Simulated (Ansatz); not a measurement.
Coupled-cluster diagnostics for MoO₂F₂, Ansatz.

Geometry of the singlet (PBE-D4/def2-SVP):

```xyz
5

Mo    0.000    0.007   -0.001
O    -1.241    0.982   -0.595
O     1.255    1.048    0.433
F     0.581   -1.136   -1.337
F    -0.594   -0.901    1.500
```

In the def2 sets Mo takes a core potential; there is no spin–orbit coupling. Correlated methods freeze 4 core orbitals; core or outer-core shells of Mo are correlated, in sets that lack core-valence functions.

Q: Estimate the CCSD(T) correlation energy, the shares of MP2 and (T), T1 and the reference's ⟨S²⟩ for: charge 0, singlet, own geometry in def2-TZVPP; and the rough time on 4 threads of Arm Neoverse V1 on a shared host.

A: 
```
                          state       basis  correlation (eV)  MP2 share (%)  (T) share (%)     T1  ⟨S²⟩ (pure)  wall time
charge 0, singlet, own geometry  def2-TZVPP           -43.303          101.0            5.6  0.026  0.00 (0.00)       29 s
```
Customary marks for T1 are 0.02 (closed shells), 0.045 (open shells) and about 0.05 (3d metals). T1 exceeds 0.02 in 1 of 1 rows and 0.045 in 0; the higher it lies, the less the single-reference result can be trusted.
